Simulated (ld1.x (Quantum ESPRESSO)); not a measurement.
barium (Ba), TM: configuration errors across variants

Ba, norm-conserving Troullier–Martins (Kleinman–Bylander form), made with ld1.x (Quantum ESPRESSO) 7.5 (PBEsol, scalar-relativistic). Core [Kr] 4d10 5s2, reference 5p6 5d0.5 6s1.5 6p0. Waves: 6s (bound): rc 4.20 bohr; 5p (bound): rc 2.90 bohr; 5d (bound): rc 4.20 bohr. Local part: all-electron potential smoothed inside 2.35 bohr (lloc = -2). Core correction: none.

All-electron excitation energies from the reference (eV): (1) 5p6 5d0 6s2 6p0 -0.642; (2) 5p6 5d0 6s1 6p0 4.739; (3) 5p6 5d0 6s0 6p0 14.633; (4) 5p6 5d0 6s0 6p1 7.336; (5) 5p6 5d1 6s1 6p0 0.699; (6) 5p6 5d0 6s1 6p1 1.408; (7) 5p6 5d1 6s0 6p0 5.391.

Tests that are not counted but printed errors over 1 eV. “all radii scaled by about 1.19 (s 5.00, p 3.46, d 5.00 bohr); local potential all-electron potential smoothed inside 2.80 bohr (lloc = -2)”: 5p6 5d0 6s1 6p0 (solver errors, printed error -2.3 eV); 5p6 5d0 6s1 6p1 (solver errors, printed error -5.3 eV).

2 further variants failed, have other tests or too few solved ones, and are left out.

A true bound ghost makes a file unfit for plane-wave use even where its test errors are small: the radial tests pick states by their node count and pass the ghost by. Where a test does run into it, the solver fails or the error is huge.

Errors AE − PS in meV (a dash: test not solved or not reliable):

```tsv
change	(1)	(2)	(3)	(4)	(5)	(6)	(7)	bound ghosts
base	-1.3	+5.6	+37	+186	-2.7	+101	-11	s
all radii scaled by about 1.19 (s 5.00, p 3.46, d 5.00 bohr); local potential all-electron potential smoothed inside 2.80 bohr (lloc = -2)	+0.5	–	+24	+38	-0.4	–	-4.9	s
wave 5d (bound): rc 4.20 bohr becomes 5d (bound): rc 2.74 bohr	-2.8	+3.9	+34	+184	-3.7	+100	-13	s
local potential all-electron potential smoothed inside 4.62 bohr (lloc = -2)	-2.0	+7.8	+27	-394	-3.8	-240	-13	none
wave 5p (bound): rc 2.90 bohr becomes 5p (bound): rc 2.98 bohr	-1.3	+5.6	+37	+185	-2.7	+101	-11	s
wave 6s (bound): rc 4.20 bohr becomes 6s (bound): rc 4.68 bohr	-0.1	+4.9	+22	+176	-1.7	+100	-9.0	s
```

Question: Give the same row for: local potential all-electron potential smoothed inside 3.10 bohr (lloc = -2).

Answer: +1.7, +55, +35, -12, –, -2.1, -11; bound ghosts: s.
